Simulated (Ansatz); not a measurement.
Breaking the Ga1–F4 bond in FGaH2 (SMILES [F][GaH2]) (multiplicity 1 held, fragments rigid). Energies count from the point at 1.770 Å.
Geometry at that point (charge 0, multiplicity 1):
```json
[
 {"atom": "Ga", "x (Å)": "-0.1531", "y (Å)": "-0.2983", "z (Å)": "0.0991"},
 {"atom": "H", "x (Å)": "0.6238", "y (Å)": "-1.0578", "z (Å)": "1.2132"},
 {"atom": "H", "x (Å)": "-1.4763", "y (Å)": "-0.6025", "z (Å)": "-0.6615"},
 {"atom": "F", "x (Å)": "0.6222", "y (Å)": "1.2119", "z (Å)": "-0.4027"}
]
```

Restricted levels (R-, RO-) in cc, def2 and unpolarised 6-31G sets keep to the state of the molecule at rest. U- levels take the lowest unrestricted solution at each point, which mixes spins at long bonds. Active spaces are followed from a long bond inwards. Curves can end on different states.

Frozen-core correlation. Filled d and f shells under p-block atoms count as core.

Run with Ansatz (a first-principles code) with Gaussian orbitals. Values without a source in brackets are computed.

Energies in kcal/mol.

```tsv
R (Å)	R-HF/cc-pVDZ	U-MP2/cc-pVDZ	R-CCSD(T)/cc-pVDZ	FIC-MRCISD+Q on CASSCF(6,4)/cc-pVDZ
1.416	74.9	80.0	79.9	79.7
1.593	12.6	14.9	14.9	14.7
1.770	0.0	0.0	0.0	0.0
1.947	8.2	6.6	6.4	6.6
2.124	24.4	21.7	21.2	21.3
2.390	51.8	48.1	46.9	47.0
2.655	77.1	84.3	70.5	71.0
3.098	111.3	122.4	99.4	101.8
3.540	137.1	129.8	109.6	117.4
4.071	159.9	132.1	72.1	123.5
4.779	180.0	132.9	-77.2	125.3
5.665	194.6	133.1	-228.5	125.6
```

Doubts at one or more of the structures used: a restricted determinant that unrestricted orbitals would lower (R-HF/cc-pVDZ, R-CCSD(T)/cc-pVDZ); a spin-contaminated determinant (U-MP2/cc-pVDZ); T1 above 0.05 (R-CCSD(T)/cc-pVDZ); other coupled-cluster roots lie near (R-CCSD(T)/cc-pVDZ); active orbitals that take no part (FIC-MRCISD+Q on CASSCF(6,4)/cc-pVDZ).
